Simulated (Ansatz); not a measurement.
A set of 12 reactions (bond dissociation), with CCSD(T)/CBS values in kJ/mol:

```
                                                     reaction     ΔE
`O[Si@@H](Cl)N[Si@@H](O)Cl` → `[NH][SiH](O)Cl`• + `O[SiH]Cl`•  523.8
                           `F[SiH](F)Cl` → H• + `F[Si](F)Cl`•  433.1
               `FB(S)[CH2][GeH3]` → `F[B]S`• + `[CH2][GeH3]`•  464.9
       `O[Si](O)(Cl)[SiH](F)Cl` → `O[Si](O)Cl`• + `F[SiH]Cl`•  347.7
                 `[Cl][Al]([Cl])[Cl]` → `[Cl][Al][Cl]`• + Cl•  495.3
                           `[OH][InH2]` → `[InH2]`• + `[OH]`•  418.0
         `[NH2][Al]([F])[SiH3]` → `[NH2][Al][F]`• + `[SiH3]`•  316.1
                    `O[Si](O)(O)Cl` → `[OH]`• + `O[Si](O)Cl`•  587.5
     `[F][Al]([F])[O][SiH3]` → `[O][Al]([F])[F]`• + `[SiH3]`•  584.2
               `CBO[SiH2][SiH3]` → `CB[O]`• + `[SiH2][SiH3]`•  455.2
     `[CH3][GeH]([SiH3])[Cl]` → `[CH3][GeH][Cl]`• + `[SiH3]`•  323.3
                     `CS[Si](F)(Cl)Cl` → Cl• + `CS[Si](F)Cl`•  486.6
```

Isolated molecules relaxed with PBE0-D4/def2-TZVP in Ansatz; ΔE leaves out vibrations. CCSD(T)/CBS adds triple-zeta CCSD(T) − MP2 to the extrapolated MP2 energy (def2 sets, frozen cores). This one scheme is used for every species, atoms too. DFT in def2-TZVPP. B3LYP here is the variant with VWN-RPA as its local correlation; programs differ in this. No spin–orbit coupling; open shells (•) take unrestricted orbitals. Spin–orbit coupling would lower the free atoms: a little for Cl. def2 core potentials past Kr. Bonds to Ge, In are less sure, by a few kJ/mol each and by 10 to 20 or more in all where they break to atoms, as the def2 sets lack core-valence functions. Scalar relativity is left out up to krypton. Each species was taken in one conformer, which may not be the lowest.

(1) Give the mean, mean absolute and largest difference (level minus CCSD(T)/CBS, kJ/mol) for: PBE-D4, r2SCAN-D4, PBE0-D4, B3LYP-D4, ωB97X-V, ωB97M-V, PBE, r2SCAN, PBE0, HF/def2-TZVPP, CCSD/def2-TZVPP, CCSD(T)/def2-TZVPP, SCS-MP2/def2-QZVPP, HF/CBS(def2). (Estimate.)

The largest T1 diagnostic in the set is 0.032, for `CB[O]`• (customary mark 0.045).

CCSD(T)/CBS is a level of theory with its own doubt, and the functionals carry their triple-zeta basis error, so these figures describe this set and don't rank the functionals.

Answers

(1) Computed: 
| level | mean | mean absolute | largest |
| --- | --- | --- | --- |
| PBE-D4 | -27.8 | 27.8 | -59.2 |
| r2SCAN-D4 | -31.6 | 31.6 | -53.3 |
| PBE0-D4 | -23.9 | 23.9 | -39.2 |
| B3LYP-D4 | -26.5 | 26.5 | -37.9 |
| ωB97X-V | -5.5 | 6.7 | -13.6 |
| ωB97M-V | -3.5 | 6.0 | -17.8 |
| PBE | -35.5 | 35.5 | -69.9 |
| r2SCAN | -33.7 | 33.7 | -56.6 |
| PBE0 | -30.8 | 30.8 | -48.9 |
| HF/def2-TZVPP | -119.8 | 119.8 | -171.3 |
| CCSD/def2-TZVPP | -20.8 | 20.8 | -35.5 |
| CCSD(T)/def2-TZVPP | -13.6 | 13.6 | -21.8 |
| SCS-MP2/def2-QZVPP | 7.6 | 8.9 | 36.0 |
| HF/CBS(def2) | -120.1 | 120.1 | -169.1 |
